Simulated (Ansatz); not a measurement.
Basis-set extrapolation for C2H5FOSi2, SMILES `FC1=CO[SiH2][SiH2]1` (PBE0-D4/def2-TZVP geometry, frozen core, Ansatz). Multiplicity 1, RHF reference.

```
                      def2-TZVPP   def2-QZVPP
                 HF  -830.935825  -830.965018
    MP2 correlation    -1.023445    -1.105045
CCSD(T) correlation    -1.110672      not run
```

Energies in hartree. Use E(X) = E(∞) + A·exp(−7.88·√X) for Hartree–Fock and E(X) = E(∞) + B·X^(−2.97) for correlation, with X = 3 and 4, and add CCSD(T) minus MP2 of the smaller set to the MP2 limit.

Question: What is the CCSD(T) energy at the basis-set limit?

Answer: HF limit: -830.965018 + (-0.029193) × 0.13774 = -830.96904. MP2 limit: -1.105045 + (-0.081600) × 0.74074 = -1.16549. Higher-order term: -1.110672 − (-1.023445) = -0.08723. Total: -832.22176 hartree, 460.2 kJ/mol below CCSD(T)/def2-TZVPP.
